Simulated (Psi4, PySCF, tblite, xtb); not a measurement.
Dimer F4Ti ··· HF (SMILES [F][Ti]([F])([F])[F] and F) at R = 2.48 Å between the centres of mass, closest contact 2.35 Å (lowest of the rigid-body minima from ten starts at GFN2-xTB). Geometry in Å and degrees:

```
Ti
F 1 1.7506
F 1 1.7509 2 109.46
F 1 1.7509 2 109.38 3 119.91
F 1 1.7511 2 109.49 4 120.12
F 3 2.4213 1 69.95 2 179.78
H 6 0.9245 3 74.30 1 -179.26
```

Levels: GFN2-xTB (tblite); PBE/def2-TZVP, counterpoise-corrected (Psi4); PBE-D3(BJ)/def2-TZVP, counterpoise-corrected (Psi4); wB97M-V/def2-TZVP, counterpoise-corrected (Psi4); GFN1-xTB (xtb); RKS-B3LYP/6-31G* = PySCF with restricted B3LYP/6-31G*, spherical d, no counterpoise correction; RHF/3-21G = PySCF 2.14.0 with restricted Hartree-Fock/3-21G, no counterpoise correction; RHF/LANL2DZ = restricted Hartree-Fock/LANL2DZ, with its core potentials past Ne, no counterpoise correction (PySCF); RHF/6-31G* = restricted Hartree-Fock/6-31G*, spherical d, no counterpoise correction run with PySCF.

Problem. What interaction energy does each level give?

Solution. 
```
method                E_int / kcal/mol
--------------------  ----------------
GFN2-xTB                        -26.54
RHF/3-21G                       -17.20
GFN1-xTB                        -14.29
RKS-B3LYP/6-31G*                 -7.30
RHF/LANL2DZ                      -5.75
RHF/6-31G*                       -5.07
wB97M-V/def2-TZVP                -1.82
PBE-D3(BJ)/def2-TZVP              0.45
PBE/def2-TZVP                     1.34
```
